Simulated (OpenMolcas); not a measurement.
# Ru3+ in a ligand field

Ru3+ with 4 ligands (chloride) in tetrahedral coordination (Td) at 2.31 Å. A charge of +0.25 e stands 2.6 Å behind each ligand. Ligand basis ANO-RCC-VDZP.

```json
{
 "Program": "OpenMolcas 26.06",
 "Method": "SS-CASPT2, IPEA 0.25 Eh, imaginary shift 0.1 Eh (closed shells correlated: 4s 4p and the ligand valence shells)",
 "Basis": "ANO-RCC-VDZP [6s5p3d1f]",
 "Scalar Hamiltonian": "DKH2, point nucleus",
 "Active space": "5 electrons in 5 orbitals (4d)",
 "State averaging": "2S+1 = 6 even, 1 root; 2S+1 = 4 even, 24 roots; 2S+1 = 2 even, 75 roots",
 "Spin-orbit coupling": "RASSI with atomic mean-field integrals over the reference wave functions"
}
```

The lowest spin-free states (labels of Td), above the lowest:

```
   State  Degeneracy  E (cm-1)
     6A1           1         0
     2T2           3      6190
2S+1 = 4           3      6250
2S+1 = 4           3      8490
     2A2           1      9950
2S+1 = 2           3     11800
      2E           2     12210
2S+1 = 2           3     12370
2S+1 = 4           3     12460
      4E           2     12980
2S+1 = 4           1     13580
2S+1 = 2           3     15820
      4E           2     16680
      2E           2     17400
     2A1           1     17790
2S+1 = 2           3     17970
2S+1 = 2           3     18870
2S+1 = 2           1     19150
2S+1 = 4           3     19690
2S+1 = 2           3     21430
```

The lowest levels with spin-orbit coupling:

| E (cm-1) | Degeneracy | Label | 2S+1 | g |
| --- | --- | --- | --- | --- |
| 0 | 2 |  | 6 | 3.28 3.28 3.28 |
| 4 | 4 | Γ8 | 6 |  |
| 5000 | 4 | Γ8 | 2 (64 %) |  |
| 5520 | 2 |  | 4 (53 %) | 1.93 1.93 1.93 |
| 6410 | 2 |  | 4 | 3.03 3.03 3.03 |
| 6440 | 4 | Γ8 | 4 |  |
| 7460 | 4 | Γ8 | 4 (68 %) |  |
| 8220 | 2 |  | 2 (58 %) | 1.57 1.57 1.57 |
| 8490 | 2 |  | 4 | 2.64 2.64 2.64 |
| 8510 | 4 | Γ8 | 4 |  |
| 8690 | 2 |  | 4 (80 %) | 2.01 2.01 2.01 |
| 8940 | 4 | Γ8 | 4 |  |
| 10400 | 2 |  | 2 (60 %) | 1.91 1.91 1.91 |
| 11380 | 2 |  | 2 (88 %) | 1.04 1.04 1.04 |
| 11700 | 4 | Γ8 | 2 (80 %) |  |
| 12000 | 2 |  | 2 (63 %) | 1.00 1.00 1.00 |
| 12280 | 4 | Γ8 | 2 (64 %) |  |
| 12290 | 4 | Γ8 | 4 (54 %) |  |
| 12460 | 2 |  | 4 (78 %) | 2.91 2.91 2.91 |
| 12500 | 4 | Γ8 | 4 (69 %) |  |

Electric-dipole absorption from the lowest level at this geometry, strongest bands:

```
E (cm-1)  λ (nm)  Label         f
   11700     855     Γ8  8.82e-06
   12290     814     Γ8  3.74e-05
   13020     768         1.60e-05
   13380     748     Γ8  3.92e-05
   13580     736         7.68e-06
   15960     627         1.08e-05
   16960     590     Γ8  8.16e-05
   17140     583         5.88e-05
   18890     530         1.60e-05
   18920     529     Γ8  2.70e-05
   20890     479     Γ8  9.78e-06
   22050     454     Γ8  1.36e-05
   25440     393     Γ8  6.57e-05
   26310     380         1.96e-05
   26490     377     Γ8  3.66e-05
   28190     355         1.49e-05
```

Powder χT (cm3 K/mol): 3.02 at 2 K, 4.18 at 10 K, 4.25 at 50 K, 4.25 at 100 K, 4.25 at 200 K, 4.26 at 300 K. The effective moment at 300 K is 2.828 √(χT) = 5.83 μB.

The lowest level has 2S+1 = 6, for which the spin-only value is χT = S(S+1) / 2 = 4.375 cm3 K/mol (g = 2). The computed 4.256 at 300 K differs by -0.119, through orbital momentum, spin-orbit coupling and any other state in reach.

Roots that are degenerate in the reference are averaged as groups; the widest CASPT2 spread within a group is 740 cm-1 (the 3-fold group of multiplicity 4 near 6250 cm-1 above the lowest state of its run). Shifts and gaps below about the spread of the groups concerned are not significant. Over all roots computed the reference weight is 0.67 to 0.72; a low but even weight reflects the number of correlated electrons. The least metal-like active orbital is 80 % on the metal (Löwdin) and no ligand orbital is active, so the numbers are rough. Ligand-to-metal charge-transfer states are missing. These CASPT2 states fit no ligand-field parameters well, so their order and spin gaps are uncertain. With no ligand orbital active B as a rule stays too high, so bands that hang on it stand too high and its fall with covalency is understated. With one d shell and no ligand orbital active, 10Dq can be off by a tenth or more. No measured value stands beside these numbers; the geometry is a model, was not optimised and need not be the one that this ion takes.

The CASPT2 steps took 5.2 min on 1 thread of Arm Neoverse V2 (shared host); the integral step is not counted.
